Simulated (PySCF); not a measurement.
Computed magnetic data of one metal complex (SC-NEVPT2 in the d shell, PySCF, with spin-orbit coupling):

```csv
T / K,χT / cm³ K mol⁻¹,μeff / μB
2,3.848,5.55
5,3.861,5.56
10,3.882,5.57
20,3.924,5.60
30,3.966,5.63
50,4.051,5.69
75,4.154,5.76
100,4.247,5.83
150,4.385,5.92
200,4.462,5.97
250,4.497,6.00
300,4.505,6.00
```

Powder magnetisation at 2 K: 1.48 μB at 0.5 T, 2.21 μB at 1 T, 2.62 μB at 2 T, 2.72 μB at 3 T, 2.78 μB at 5 T, 2.81 μB at 7 T.

**Question.** Which of these complexes, all computed at model or optimised geometries, gave the data?
A. [CoBr5]3- (d7, square pyramidal)
B. [RuF6]- (d3, octahedral)
C. Co(SH)2 (d7, linear)
D. [V(H2O)4]2+ (d3, tetrahedral)

**Answer.** C. Co(SH)2 (d7, linear) has NEVPT2: 2S+1 = 4, 6.00 μB at 300 K, 5.57 μB at 10 K, 2.81 μB at 7 T. The others: [RuF6]- (d3, octahedral) has NEVPT2: 2S+1 = 4, 3.78 μB at 300 K, 3.78 μB at 10 K, 2.91 μB at 7 T; [V(H2O)4]2+ (d3, tetrahedral) has NEVPT2: 2S+1 = 4, 3.76 μB at 300 K, 2.29 μB at 10 K, 1.23 μB at 7 T; [CoBr5]3- (d7, square pyramidal) has NEVPT2: 2S+1 = 4, 5.55 μB at 300 K, 4.17 μB at 10 K, 2.45 μB at 7 T.

The d shell alone is too small an active space for [RuF6]- (an active orbital has only 0.58 squared overlap with the free ion's shell): its levels, fitted parameters, g values and moments show what this model gives and aren't sound predictions.

On Co(SH)2: 4Bg (89 cm⁻¹) lies within 300 cm⁻¹ of 4Ag at NEVPT2 level, inside the method's error: their order is undecided, and g values and low-temperature moments can hang on it.
